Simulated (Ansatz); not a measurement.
SbH2Br, 4 atoms. Hardware: 4 threads of Arm Neoverse V1 on a shared host.

In the def2 sets Sb takes a core potential; there is no spin–orbit coupling. Correlated methods freeze 13 core orbitals; core or outer-core shells of Sb, Br are correlated, in sets that lack core-valence functions.

Problem. How many basis functions does each of these Ansatz runs have, and roughly what does it cost? PBE0-D4/def2-TZVP, charge 1 doublet at the geometry of the charge 0 singlet, energy; PBE0-D4/def2-SVP, charge 0 singlet, energy, from earlier orbitals; ωB97X-V/def2-TZVP, charge 0 singlet, energy, from earlier orbitals; HF/STO-3G, charge 0 singlet, energy; r2SCAN-D4/def2-TZVP, charge 0 triplet at the geometry of the charge 0 singlet, energy, from earlier orbitals; RPA@PBE/def2-TZVP, charge 0 singlet, energy, from earlier orbitals; r2SCAN-D4/def2-TZVP, charge 0 singlet, energy, from earlier orbitals; r2SCAN-D4/def2-TZVP, charge 0 singlet, frequencies; PBE-D4/def2-SVP, charge 0 singlet, energy, from earlier orbitals; PBE-D4/def2-TZVPD, charge 0 singlet, energy, from earlier orbitals; PBE-D4/def2-TZVP, charge 0 singlet, energy and forces, from earlier orbitals; r2SCAN-D4/def2-TZVP, charge 0 singlet, relaxation, 5 steps.

Solution. Other jobs shared the machine, so times can vary by a factor of up to 3. A dash marks memory too small to be measured apart from the calling script's.

```json
{"run": "HF/STO-3G, charge 0 singlet, energy", "functions": "47", "fitting or Cholesky vectors": "478", "wall time": "0.2 s", "peak host memory (GiB)": "–"}
{"run": "PBE-D4/def2-SVP, charge 0 singlet, energy, from earlier orbitals", "functions": "68", "fitting or Cholesky vectors": "777", "wall time": "0.4 s", "peak host memory (GiB)": "–"}
{"run": "PBE0-D4/def2-SVP, charge 0 singlet, energy, from earlier orbitals", "functions": "68", "fitting or Cholesky vectors": "739", "wall time": "0.65 s", "peak host memory (GiB)": "–"}
{"run": "PBE-D4/def2-TZVP, charge 0 singlet, energy and forces, from earlier orbitals", "functions": "110", "fitting or Cholesky vectors": "847", "wall time": "0.8 s", "peak host memory (GiB)": "–"}
{"run": "PBE-D4/def2-TZVPD, charge 0 singlet, energy, from earlier orbitals", "functions": "131", "fitting or Cholesky vectors": "935", "wall time": "0.95 s", "peak host memory (GiB)": "–"}
{"run": "RPA@PBE/def2-TZVP, charge 0 singlet, energy, from earlier orbitals", "functions": "110", "fitting or Cholesky vectors": "890", "wall time": "1.4 s", "peak host memory (GiB)": "–"}
{"run": "r2SCAN-D4/def2-TZVP, charge 0 singlet, energy, from earlier orbitals", "functions": "110", "fitting or Cholesky vectors": "847", "wall time": "1.5 s", "peak host memory (GiB)": "–"}
{"run": "ωB97X-V/def2-TZVP, charge 0 singlet, energy, from earlier orbitals", "functions": "110", "fitting or Cholesky vectors": "937", "wall time": "2.4 s", "peak host memory (GiB)": "–"}
{"run": "PBE0-D4/def2-TZVP, charge 1 doublet at the geometry of the charge 0 singlet, energy", "functions": "110", "fitting or Cholesky vectors": "890", "wall time": "2.6 s", "peak host memory (GiB)": "–"}
{"run": "r2SCAN-D4/def2-TZVP, charge 0 triplet at the geometry of the charge 0 singlet, energy, from earlier orbitals", "functions": "110", "fitting or Cholesky vectors": "847", "wall time": "3 s", "peak host memory (GiB)": "–"}
{"run": "r2SCAN-D4/def2-TZVP, charge 0 singlet, relaxation, 5 steps", "functions": "110", "fitting or Cholesky vectors": "847", "wall time": "5.5 s", "peak host memory (GiB)": "–"}
{"run": "r2SCAN-D4/def2-TZVP, charge 0 singlet, frequencies", "functions": "110", "fitting or Cholesky vectors": "847", "wall time": "25 s", "peak host memory (GiB)": "–"}
```
